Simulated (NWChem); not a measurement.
A series in which one site is exchanged, each optimised at PBE0/def2-SVP with NWChem, gas phase unless a solvent is named. All stand in one matching conformer (torsions within 35°), which need not be the lowest. This build's default masses of Se (78.918 u) and Br (79.917 u) are each other's, which moves their modes by up to 0.6 %. For some, no frequency run checked for a minimum. def2 effective core potentials on Te; no spin-orbit coupling.

A: O([SiH3])[Se]N (SiNH5SeO; site = Se)
B: N[Te]O[SiH3] (SiNH$_{5}$TeO; site = Te)
C: [SiH3][O][Mg][NH2] (MgSiNH$_{5}$O; site = Mg)

Values for A:

| Property | Result |
|---|---|
| dipole (D), PBE0/def2-SVP | 1.83 |
| vertical ionisation energy, ΔSCF, PBE0/def2-SVP (eV) | 8.78 |
| lowest singlet excitation, PBE0/def2-SVPD, TDA (eV) | 4.13 |

**Question.** How do these values change for the other members?

**Answer.** 
```
change from A                                             B      C
----------------------------------------------------  -----  -----
dipole (D), PBE0/def2-SVP                             -0.27  +0.50
vertical ionisation energy, ΔSCF, PBE0/def2-SVP (eV)  -0.44  -0.02
lowest singlet excitation, PBE0/def2-SVPD, TDA (eV)   -0.86  -0.04
```
